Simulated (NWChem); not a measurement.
# C4H10N, doublet; SMILES C[CH]NCC

```xyz
15

C     -0.2354     2.3839    -0.1460
C     -0.1797     1.0063     0.4085
N      0.6175     0.0690    -0.2345
C      0.5909    -1.3093     0.1947
C     -0.6913    -2.0649    -0.1352
H      0.7307     2.9273    -0.0706
H     -0.5099     2.3813    -1.2168
H     -0.9898     2.9874     0.3798
H     -0.2616     0.8613     1.4919
H      0.6544     0.1817    -1.2437
H      0.7582    -1.3207     1.2856
H      1.4588    -1.8257    -0.2491
H     -0.6553    -3.0971     0.2470
H     -0.8530    -2.1150    -1.2243
H     -1.5621    -1.5597     0.3099
```
Atoms are numbered in this order, from 1.

All runs: NWChem. Spin-unrestricted. All runs use the structure optimised with PBE0/def2-SVP, spin-unrestricted. No frequency run checked for a minimum. No stability test was run on the SCF state.

Task: Order these runs by computing time, cheapest first, and give rough ratios: PBE/def2-SVP; PBE/def2-SVPD; PBE/def2-TZVPP.

Result: PBE/def2-SVP (1), PBE/def2-SVPD (4), PBE/def2-TZVPP (30). Ratios are rough, from one shared machine; the cheapest took about 24 core-seconds (a rough figure). What differs between the cheapest and the dearest: highest occupied level (eV) -2.42 → -2.65; lowest empty minus highest occupied level, either spin (eV) 1.54 → 1.49; dipole (D) 1.04 → 1.01; <S²> 0.752 → 0.753.
